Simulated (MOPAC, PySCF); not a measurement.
C₄H₈Si, SMILES `[SiH3]C(=C)C=C` (C–C–C–Si torsion 0°), neutral singlet in the gas phase. 

Cartesian coordinates (Å):
```xyz
13

C     -1.0685    -1.7552    -0.0854
C     -1.2013    -0.4248    -0.2169
C     -0.1258     0.5526    -0.0689
C     -0.3754     1.8714    -0.2239
Si     1.6285    -0.0031     0.3391
H     -0.1079    -2.2201     0.1508
H     -1.9179    -2.4270    -0.2100
H     -2.1901    -0.0126    -0.4552
H      0.4044     2.6278    -0.1204
H     -1.3814     2.2341    -0.4618
H      2.1656    -0.9187    -0.7159
H      1.6749    -0.7362     1.6431
H      2.4947     1.2115     0.4254
```
Charge 0, multiplicity 1.

All levels are single points at this geometry (PBE-D3(BJ)/def2-TZVP); Pople sets use spherical d functions. Orbital energies aren't observables, and empty levels follow the basis.

AM1 in MOPAC gives gap (eV) = 9.58.

Question: Estimate the gap (eV) from each of these levels: PBE-D3(BJ)/def2-TZVP in PySCF; B3LYP/6-311+G** in PySCF; B3LYP/6-31G* in PySCF; BP86/6-31G* in PySCF; M06-2X/6-31G* in PySCF; HF/3-21G in PySCF; PM3 in MOPAC; PM6 in MOPAC.

Answer: 
```json
[
 {"level": "PBE-D3(BJ)/def2-TZVP in PySCF", "gap (eV)": "3.90"},
 {"level": "B3LYP/6-311+G** in PySCF", "gap (eV)": "5.35"},
 {"level": "B3LYP/6-31G* in PySCF", "gap (eV)": "5.53"},
 {"level": "BP86/6-31G* in PySCF", "gap (eV)": "3.98"},
 {"level": "M06-2X/6-31G* in PySCF", "gap (eV)": "7.95"},
 {"level": "HF/3-21G in PySCF", "gap (eV)": "11.95"},
 {"level": "PM3 in MOPAC", "gap (eV)": "9.45"},
 {"level": "PM6 in MOPAC", "gap (eV)": "9.46"}
]
```
